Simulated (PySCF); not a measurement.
Cd(F)(GeH3) (CdFGeH₃), SMILES [F][Cd][GeH3].

Geometry optimised at B3LYP-D3(BJ)/def2-SVP. The structure was generated by enumeration; whether it is a known compound was not checked. The def2 effective core potentials stand for the cores of Cd; spin–orbit coupling is left out.

Level of theory: CAM-B3LYP/def2-TZVPD in PySCF.

Symmetry labels are those of the subgroup Cs that the program uses (full group C3v).

Question: List the valence orbital energies around the gap with their symmetry. (The exact figures need the calculation; the answer reports its results.)

Answer: 
```csv
orbital,symmetry,energy (eV)
HOMO−7,A',-16.90
HOMO−6,A',-16.69
HOMO−5,A',-11.81
HOMO−4,A',-11.37
HOMO−3,A",-11.37
HOMO−2,A',-11.04
HOMO−1,A",-11.04
HOMO,A',-9.49
LUMO,A',-0.56
LUMO+1,A',-0.18
LUMO+2,A",-0.18
LUMO+3,A',1.16
```
